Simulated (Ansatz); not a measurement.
Frontier orbitals of `C[SiH2]SSC`.

```xyz
13

C    -2.125   -0.801    0.489
Si   -0.313   -1.121    0.765
S     0.788   -1.161   -1.080
S     0.489    0.810   -1.597
C     1.907    1.615   -0.833
H    -2.569   -1.595   -0.114
H    -2.265    0.150   -0.029
H    -2.652   -0.754    1.446
H    -0.083   -2.459    1.378
H     0.279   -0.076    1.644
H     1.888    1.490    0.249
H     1.817    2.676   -1.076
H     2.838    1.226   -1.244
```

Charge 0, multiplicity 1. The structure was optimised at the PBE0-D4/def2-TZVP level. It is one conformer, not always the lowest. Basis def2-TZVPP, the Gaussian-basis code of Ansatz.

Orbital energies of one run (eV). Highest occupied ones, from the top: -7.73, -8.28, -10.21, -10.68, -10.98, -11.21, -12.37, -13.09, -13.15, -13.80, -13.92, -15.81, -18.92, -21.80. Empty: 0.39, 1.46, 1.60, 1.92, 2.41, 2.95.

Problem. Which functional gave them?
A. BHLYP
B. B97M-V
C. revPBE
D. ωB97X-V

Solution. A. HOMO energies: BHLYP -7.73, revPBE -5.44, B97M-V -5.85, ωB97X-V -8.98 eV.
